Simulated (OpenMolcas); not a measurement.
Systems:
- [FeCl5]2-, a model complex in vacuum: trigonal bipyramidal, Fe–Cl 2.38 Å; shape imposed, not necessarily the one it adopts

Method: state-averaged CASSCF on the open d shell, ANO basis sets as named, scalar-relativistic DKH2, RICD, in OpenMolcas. State energies are spin-free and vertical. Orbital splittings and repulsion parameters are fits to the integrals of the highest spin's CASSCF orbitals. Times are rough, from shared cores.

| case | ground state | first state of another spin (cm⁻¹) | Racah B (cm⁻¹) | basis functions | relative time |
|---|---|---|---|---|---|
| ANO-RCC-VDZP | 6A1' | 4E''(1) 26580 | 1182 | 124 | 1 |
| ANO-RCC-VTZP on Fe and ANO-RCC-VDZ on Cl | 6A1' | 4E''(1) 27090 | 1187 | 124 | 1 |
| ANO-RCC-VTZP on Fe and ANO-RCC-VDZP on Cl | 6A1' | 4E''(1) 27280 | 1194 | 149 | 2 |
| ANO-RCC-VQZP on Fe and ANO-RCC-VDZP on Cl | 6A1' | 4E''(1) 27560 | 1202 | 185 | 3 |

Ligand-to-metal charge-transfer configurations lie outside the minimal active space. Bond lengths were set by rule and not optimised; energies are vertical at this geometry. CASSCF on this space leaves out dynamic correlation. Anions stand alone here, with no counter-ions or solvent. A perturbation step moves a level of ANO-RCC-VDZP by 3.4 eV (XMS-CASPT2 (IPEA 0.25)) from CASSCF, too much for a small correction, so neither level is settled. A perturbation step moves a level of ANO-RCC-VTZP on Fe and ANO-RCC-VDZ on Cl by 3.7 eV (XMS-CASPT2 (IPEA 0.25)) from CASSCF, too much for a small correction, so neither level is settled. A perturbation step moves a level of ANO-RCC-VTZP on Fe and ANO-RCC-VDZP on Cl by 3.4 eV (XMS-CASPT2 (IPEA 0.25)) from CASSCF, too much for a small correction, so neither level is settled. A perturbation step moves a level of ANO-RCC-VQZP on Fe and ANO-RCC-VDZP on Cl by 3.5 eV (XMS-CASPT2 (IPEA 0.25)) from CASSCF, too much for a small correction, so neither level is settled.
